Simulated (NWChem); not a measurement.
The numbers come from NWChem runs, not from measurements. System: trimethylsulfonium (C3H9S (+1)), charge 1, spin multiplicity 1, at a geometry optimised with PBE/def2-SVP. Level: RHF/def2-TZVP.

Job file:

```
start mol
memory heap 200 mb stack 900 mb global 1100 mb
charge 1
geometry units angstroms nocenter noautoz
  C     -0.004920    -0.859987     1.418324
  S     -0.490312     0.160698     0.000000
  C     -0.004920    -0.859987    -1.418324
  C      0.760348     1.474057     0.000000
  H      1.057734    -1.160215     1.341796
  H     -0.672651    -1.743009     1.425455
  H     -0.187711    -0.257193     2.328741
  H      1.057734    -1.160215    -1.341796
  H     -0.187711    -0.257193    -2.328741
  H     -0.672651    -1.743009    -1.425455
  H      1.780625     1.044948     0.000000
  H      0.583287     2.090111    -0.902641
  H      0.583287     2.090111     0.902641
  symmetry group Cs
end
basis spherical
  * library def2-tzvp
end
scf
  rhf
  nopen 0
  maxiter 100
  thresh 1e-7
  semidirect memsize 60000000 filesize 0
end
task scf energy
```

Output (cleaned and shortened):

```
             Northwest Computational Chemistry Package (NWChem) 7.3.0
             --------------------------------------------------------

                                NWChem Input Module
                                -------------------

 Scaling coordinates for geometry "geometry" by  1.889725989
 (inverse scale =  0.529177249)

 Turning off AUTOSYM since
 SYMMETRY directive was detected!

                             Geometry "geometry" -> ""
                             -------------------------

 Output coordinates in angstroms (scale by  1.889725989 to convert to a.u.)

  No.       Tag          Charge          X              Y              Z
 ---- ---------------- ---------- -------------- -------------- --------------
    1 C                    6.0000    -0.00492000    -0.85998700     1.41832400
    2 S                   16.0000    -0.49031200     0.16069800     0.00000000
    3 C                    6.0000    -0.00492000    -0.85998700    -1.41832400
    4 C                    6.0000     0.76034800     1.47405700     0.00000000
    5 H                    1.0000     1.05773400    -1.16021500     1.34179600
    6 H                    1.0000    -0.67265100    -1.74300900     1.42545500
    7 H                    1.0000    -0.18771100    -0.25719300     2.32874100
    8 H                    1.0000     1.05773400    -1.16021500    -1.34179600
    9 H                    1.0000    -0.18771100    -0.25719300    -2.32874100
   10 H                    1.0000    -0.67265100    -1.74300900    -1.42545500
   11 H                    1.0000     1.78062500     1.04494800     0.00000000
   12 H                    1.0000     0.58328700     2.09011100    -0.90264100
   13 H                    1.0000     0.58328700     2.09011100     0.90264100

 Effective nuclear repulsion energy (a.u.)     186.0240332095

            Nuclear Dipole moment (a.u.)
            ----------------------------
        X                 Y               Z
 ---------------- ---------------- ----------------
    -0.0000018897     0.0000037795    -0.0000000000

      Symmetry information
      --------------------
[...]
   Bfn.  Coefficient  Atom+Function         Bfn.  Coefficient  Atom+Function
  ----- ------------  ---------------      ----- ------------  ---------------
   104      3.090087   4 C  s                 5     -1.549945   1 C  s
    73     -1.549945   3 C  s                50     -1.480571   2 S  py
   169     -1.008231  11 H  s               175     -0.747531  12 H  s
   181     -0.747531  13 H  s               112     -0.506934   4 C  py
   133      0.507292   5 H  s               151      0.507292   8 H  s

 Vector   24  Occ=0.000000D+00  E=-3.083836D-02  Symmetry=a"
              MO Center= -3.0D-01, -2.5D-01,  4.8D-12, r^2= 5.8D+00
   Bfn.  Coefficient  Atom+Function         Bfn.  Coefficient  Atom+Function
  ----- ------------  ---------------      ----- ------------  ---------------
     5      2.680131   1 C  s                73     -2.680131   3 C  s
    51     -1.558155   2 S  pz              133     -0.874698   5 H  s
   151      0.874698   8 H  s               145     -0.674547   7 H  s
   157      0.674547   9 H  s               139     -0.623990   6 H  s
   163      0.623990  10 H  s                14     -0.404121   1 C  pz

------------------------------------------------------------
EAF file 0: "./mol.aoints.0" size=524288 bytes
------------------------------------------------------------
               write      read    awrite     aread      wait
               -----      ----    ------     -----      ----
     calls:        1        16         0         0         0
   data(b): 5.24e+05  8.39e+06  0.00e+00  0.00e+00
   time(s): 0.00e+00  0.00e+00  0.00e+00  0.00e+00  0.00e+00
rate(mb/s): 0.00e+00  0.00e+00
------------------------------------------------------------

 center of mass
 --------------
 x =  -0.08099509 y =   0.02655455 z =   0.00000000

 moments of inertia (a.u.)
 ------------------
         471.694659171928         -54.986729518096          -0.000000000000
         -54.986729518096         322.036830122646           0.000000000000
          -0.000000000000           0.000000000000         303.943616189372

  Mulliken analysis of the total density
  --------------------------------------

    Atom       Charge   Shell Charges
 -----------   ------   -------------------------------------------------------
    1 C    6     6.36   0.85  1.12  0.47  0.74  0.04  1.21  1.48  0.36  0.02  0.06  0.00
    2 S   16    15.59   2.01  0.49  1.48  1.06  0.68  4.18  1.69  0.87  2.25  0.61  0.07  0.19  0.02
    3 C    6     6.36   0.85  1.12  0.47  0.74  0.04  1.21  1.48  0.36  0.02  0.06  0.00
    4 C    6     6.36   0.85  1.12  0.47  0.74  0.04  1.21  1.48  0.36  0.02  0.06  0.00
    5 H    1     0.82   0.26  0.47  0.08  0.02
    6 H    1     0.81   0.25  0.46  0.07  0.02
    7 H    1     0.81   0.25  0.46  0.07  0.02
    8 H    1     0.82   0.26  0.47  0.08  0.02
    9 H    1     0.81   0.25  0.46  0.07  0.02
   10 H    1     0.81   0.25  0.46  0.07  0.02
   11 H    1     0.82   0.26  0.47  0.08  0.02
   12 H    1     0.81   0.25  0.46  0.07  0.02
   13 H    1     0.81   0.25  0.46  0.07  0.02

       Multipole analysis of the density wrt the origin
       ------------------------------------------------

     L   x y z        total         open         nuclear
     -   - - -        -----         ----         -------
     0   0 0 0      1.000000      0.000000     43.000000

     1   1 0 0      0.347911      0.000000     -0.000002
     1   0 1 0     -0.114044      0.000000      0.000004
     1   0 0 1      0.000000      0.000000     -0.000000

     2   2 0 0    -22.362575      0.000000     51.350560
     2   1 1 0      1.684659      0.000000     34.999424
     2   1 0 1      0.000000      0.000000      0.000000
     2   0 2 0    -17.775005      0.000000    146.609605
     2   0 1 1      0.000000      0.000000     -0.000000
     2   0 0 2    -17.221264      0.000000    158.126668

 Task  times  cpu:       25.1s     wall:       25.1s

 Total times  cpu:       25.1s     wall:       25.1s
```
